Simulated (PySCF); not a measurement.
B2Cl4, SMILES ClB(B(Cl)Cl)Cl, PBE/def2-SVP optimised geometry.

```
6

Cl     2.19    -0.01    -1.52
B      1.30     0.00     0.00
Cl     2.19     0.00     1.52
B     -0.40     0.00     0.00
Cl    -1.30    -1.52     0.00
Cl    -1.29     1.52     0.00
```

Density from PBE/def2-TZVP (PySCF) at that geometry.

Minimum of the electron density along straight lines between bonded atoms, close to the bond critical point (lines longer than 1.1 times the sum of covalent radii, or with two minima, are not listed):

```csv
bond,length / Å,ρ at the minimum / e bohr⁻³,∇²ρ there / e bohr⁻⁵,position (fraction from the first atom)
Cl1–B2,1.760,0.148,-0.04,0.70
B2–Cl3,1.760,0.148,-0.04,0.30
B2–B4,1.698,0.165,-0.40,0.50
B4–Cl5,1.760,0.149,-0.04,0.30
B4–Cl6,1.760,0.148,-0.04,0.30
```
